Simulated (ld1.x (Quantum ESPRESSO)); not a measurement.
Which change was made? (Ti, TM)

titanium, norm-conserving Troullier–Martins (Kleinman–Bylander form), made with ld1.x (Quantum ESPRESSO) 7.5 (PBE, scalar-relativistic). Core [Ne] 3s2, reference 3p6 3d2 4s2 4p0. Waves: 4s (bound): rc 2.35 bohr; 3p (bound): rc 1.15 bohr; 3d (bound): rc 1.30 bohr. Local part: all-electron potential smoothed inside 1.95 bohr (lloc = -1). Core correction: a·sin(br)/r model core inside 0.80 bohr.

Cutoffs, loose and tight: the cutoffs (Ry, on a coarse ladder) from which the occupation-weighted sum of valence levels, in a spherical-Bessel basis at the reference potential, stays within 10 and 1 mRy of its value at 400 Ry. They do not see the model core or the augmentation charge, which bear on the density cutoff. Test errors are all-electron minus pseudo excitation energies from the reference, over the configurations 3p6 3d2 4s1 4p0; 3p6 3d2 4s0 4p0; 3p6 3d1 4s0 4p0; 3p6 3d2 4s1.5 4p0; 3p6 3d2.5 4s1.5 4p0; 3p6 3d2 4s0 4p2; 3p6 3d0 4s0 4p0; variants that change the core or the reference have their own tests. The largest error is taken over the tests solved by every variant that gives reliable tests at all, those not shown here included: 3p6 3d0 4s0 4p0; 3p6 3d1 4s0 4p0; 3p6 3d2 4s0 4p0; 3p6 3d2 4s0 4p2; 3p6 3d2 4s1 4p0; 3p6 3d2 4s1.5 4p0.

The base gives: outcome: generated; cutoff, loose: 100 Ry; cutoff, tight: 140 Ry; bound ghosts: s; largest test error (meV): -106.

Question: After one change the result is: outcome: generated; cutoff, loose: 100 Ry; cutoff, tight: 140 Ry; bound ghosts: s; largest test error (meV): +91. Which change was it?
A. local potential all-electron potential smoothed inside 1.42 bohr (lloc = -1)
B. local potential all-electron potential smoothed inside 1.26 bohr (lloc = -1)
C. local potential all-electron potential smoothed inside 2.46 bohr (lloc = -1)

Answer: B. The others give: local potential all-electron potential smoothed inside 1.42 bohr (lloc = -1) → outcome: generated; cutoff, loose: 100 Ry; cutoff, tight: 140 Ry; bound ghosts: s; largest test error (meV): +115 | local potential all-electron potential smoothed inside 2.46 bohr (lloc = -1) → outcome: generated; cutoff, loose: 100 Ry; cutoff, tight: 140 Ry; bound ghosts: none; largest test error (meV): -383.
